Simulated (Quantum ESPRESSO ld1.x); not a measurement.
The numbers below are computed, except where a source is named.
All-electron atom: Ni+ in [Ne] 3s1 3p6 3d9 4f1 (not the ground configuration). Code: ld1.x of Quantum ESPRESSO 7.5. Model: scalar-relativistic Kohn-Sham, LDA (Slater exchange, Perdew-Wang correlation), spin-polarised, spherical densities, point nucleus; open shells are filled with parallel spins first.

Normalised radial functions P(r) = r R(r), r in bohr:

```
   r/bohr * 3p up, o 3d up (the largest magnitude, 1.22, reaches the edge; | marks zero, & curves that meet)
 0.002087                             &
 0.002449                             &
 0.002851                             &
 0.003319                             &
 0.003863                             &
 0.004534                             &
 0.005278                             &
 0.006144                             &
 0.007153                             &
 0.008394                             &
 0.009772                             &
  0.01138                             o*
  0.01335                             o*
  0.01554                             o*
  0.01809                             o*
  0.02106                             o *
  0.02472                             o *
  0.02878                             o  *
   0.0335                             o   *
    0.039                             o    *
  0.04577                             o     *
  0.05328                             o      *
  0.06203                             |o       *
  0.07221                             |o        *
  0.08474                             |o          *
  0.09865                             | o          *
   0.1148                             |  o          *
   0.1348                             |   o         *
   0.1569                             |    o       *
   0.1826                             |      o   *
   0.2126                             |       *o
   0.2495                             |  *       o
   0.2905                          *  |             o
   0.3382                    *        |               o
   0.3937             *               |                  o
    0.462       *                     |                    o
   0.5378    *                        |                     o
   0.6261  *                          |                     o
   0.7348   *                         |                     o
   0.8554      *                      |                    o
   0.9958          *                  |                  o
    1.159              *              |               o
     1.36                   *         |            o
    1.584                       *     |          o
    1.844                         *   |       o
    2.146                           * |     o
    2.519                            *|   o
    2.932                             * o
    3.414                             *o
    3.974                             *o
    4.664                             &
    5.429                             &
     6.32                             &
    7.417                             &
    8.635                             &
    10.05                             &
     11.7                             &
    13.73                             &
    15.99                             &
    18.61                             &
    21.67                             &
    25.43                             &
     29.6                             &
```

3p up: eigenvalue -90.159 eV, 1 radial node at r = 0.271 bohr, <r> = 0.775 bohr, 90 % of the charge inside 1.20 bohr. 3d up: eigenvalue -27.318 eV, 0 radial nodes, <r> = 0.942 bohr, 90 % of the charge inside 1.62 bohr.
